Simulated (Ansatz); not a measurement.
```yaml
crystal:
  periodic: [false, false, false]
  atoms:
    - {symbol: C, position_ang: [-0.051441, -0.586775, -0.138096]}
    - {symbol: Zn, position_ang: [0.722588, 2.351214, 0.883282]}
    - {symbol: Se, position_ang: [-1.426464, -0.660753, -1.212016]}
    - {symbol: H, position_ang: [0.963849, -0.484230, -0.513121]}
    - {symbol: H, position_ang: [-0.158632, -0.693157, 0.938551]}
basis:
  gaussian: {orbitals: def2-SVP}
hamiltonian: {xc: {name: HSE06}, dispersion: d4}
accuracy: high
output: {forces: true}
```

```sh
$ ansatz run in.yaml --threads 2 --pin off --events-out ev --progress --plain --max-ram 4352MiB
```

Output, abridged:

```
Functional definition: HSE06
1629 factors; integrals over basis functions are off by at most 1.5e-8 eV
91 factors; integrals over basis functions are off by at most 7.3e-10 eV
mean field evaluation 1: about -114797.2081 eV, gradient 5.0e1 eV
mean field evaluation 2: about -114767.4583 eV, gradient 9.7e1 eV
mean field evaluation 4: about -114805.1735 eV, gradient 1.5e1 eV
mean field evaluation 8: about -114805.9584 eV, gradient 8.0e-1 eV
mean field evaluation 16: about -114805.9602 eV, gradient 3.8e-4 eV
mean field -114805.96021092 eV, -4219.0412194764 hartree, gradient 8.4e-8 eV, S^2 0.000000; 0 other end points of the search recorded, 0 dependent functions left out
reference -114805.96021424 eV, -4219.0412195986 hartree; 36, 36 occupied and 51, 51 virtual orbitals, 1629 factors
Total energy: -114806.05655929 eV, -4219.0447602140 hartree
Atom 0 at    -0.051441    -0.586775    -0.138096 Å, force    -0.271405     0.089373    -0.197159 eV/Å
Atom 1 at     0.722588     2.351214     0.883282 Å, force    -0.011794    -0.065942    -0.018611 eV/Å
Atom 2 at    -1.426464    -0.660753    -1.212016 Å, force    -0.090461    -0.018049    -0.072427 eV/Å
Atom 3 at     0.963849    -0.484230    -0.513121 Å, force     0.385129     0.034211    -0.112225 eV/Å
Atom 4 at    -0.158632    -0.693157     0.938551 Å, force    -0.011469    -0.039593     0.400422 eV/Å
Dipole moment:     0.260806     0.089367     0.214532 e Å
```

Hardware: 2 threads of an Arm Neoverse V2 on a shared host. Wall time 6.5 s, peak host memory 0.35 GiB.
